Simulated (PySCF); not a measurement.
fluoroethane (C₂H₅F), SMILES CCF.

Geometry optimised at PBE-D3(BJ)/def2-TZVP.

These are PySCF with ωB97X/def2-TZVPD values and carry that method's errors.

Gas-phase values at a fixed geometry.

Computed frontier levels, gap, dipole moment and polarisability:
highest occupied level: -11.94 eV
lowest empty level: 2.14 eV
orbital gap: 14.08 eV
dipole moment: 2.03 D
quadrupole, principal values (traceless, Buckingham form, about the centre of nuclear charge): -2.79, 1.35, 1.44 D·Å
mean static polarisability: 29.3 bohr³ (4.34 Å³)
polarisability, principal values: 27.6, 29.1, 31.1 bohr³
